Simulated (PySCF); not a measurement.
Stepwise substitution at one centre (B NH2-I). All species are isolated molecules in the gas phase. Strings in code marks are SMILES.

All values below come from PySCF with r2SCAN-D4/def2-TZVP. All candidates: neutral, multiplicity 1. Excitations are Tamm–Dancoff values on a coarser integration grid. The basis has no diffuse functions, so Rydberg states are missing or too high.

The T1 excitation (TDA) is 6.01 eV, the HOMO comes out as -6.24 eV and the HOMO–LUMO gap is 6.45 eV.

Q: Say which member has these values.
A. `IB(I)I`
B. `NB(I)I`
C. `NB(N)I`
D. `NB(N)N`

A: C, `NB(N)I`. The others give `NB(N)N`: 6.00 eV, -5.43 eV, 6.30 eV; `NB(I)I`: 5.05 eV, -6.46 eV, 5.20 eV; `IB(I)I`: 3.33 eV, -6.56 eV, 3.46 eV
